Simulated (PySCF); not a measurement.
Species: C7H9P3.
Numbering: `[CH3:1][c:2]1[p:3][cH:4][p:5][c:6]([CH:7]2[CH2:8][CH2:9]2)[p:10]1` (hydrogens: H11, H12, H13 on C1; H14 on C4; H15 on C7; H16, H17 on C8; H18, H19 on C9)

Level: PBE0/pcSseg-1 in PySCF, non-relativistic, on one gas-phase PBE0-D3(BJ)/def2-SVP geometry that isn't relaxed in the solvent. The solvent is an IEF-PCM continuum (cavity from Bondi-type radii × 1.2). The model holds no explicit solvent molecules, cavitation or dispersion.

Gas phase at PBE0/pcSseg-1: HOMO -6.88 eV, LUMO -2.36 eV, dipole 1.02 D.

Problem. What does the continuum do to the energy, the frontier levels and the dipole at PBE0/pcSseg-1 in tetrahydrofuran and water?

Solution. 
```tsv
solvent	ε	E(solvent) − E(gas) (kJ/mol)	polarisation term (kJ/mol)	distortion of the solute (kJ/mol)	HOMO (eV)	LUMO (eV)	dipole (D)
tetrahydrofuran	7.426	-11.18	-12.14	0.96	-6.86	-2.35	1.27
water	78.36	-13.81	-15.29	1.48	-6.87	-2.37	1.33
```

Polarisation term: ½ Σ q·V over the induced surface charges. Distortion: the rise of the solute's own energy as its density leaves the gas-phase optimum. From tetrahydrofuran to water the lowering changes by a factor 1.24, Onsager's factor (ε − 1)/(2ε + 1) by 1.21 and ε itself by 10.6.

Problem. Which radius a makes the point-dipole formula ΔE = −[(ε − 1)/(2ε + 1)]·μ²/a³ give the value in water, with the gas-phase dipole?

Solution. μ = 0.400 au and |ΔE| = 0.00526 Eh give a = 1.30 Å; the farthest nucleus lies 4.53 Å from the centroid of the nuclei, so such a sphere wouldn't even hold the nuclei. The formula assumes a rigid point dipole at the centre of a sphere.

Problem. Which Hirshfeld charges (PBE0/pcSseg-1) respond most in tetrahydrofuran (means over atoms taken as equivalent)?

Solution. 
```csv
atoms,environment,gas (e),solvent (e),change
P3,phosphorus bonded to 2 C,+0.100,+0.085,-0.015
P10,phosphorus bonded to 2 C,+0.102,+0.090,-0.012
P5,phosphorus bonded to 2 C,+0.119,+0.111,-0.008
H14,aromatic hydrogen,+0.043,+0.050,+0.007
H16/H19,methylene hydrogen,+0.053,+0.058,+0.005
H15,methine hydrogen,+0.040,+0.044,+0.004
```

Shape of the structure used: `[CH3:1][c:2]1[p:3][cH:4][p:5][c:6]([CH:7]2[CH2:8][CH2:9]2)[p:10]1`: P5–C6–C7–C8 34°.
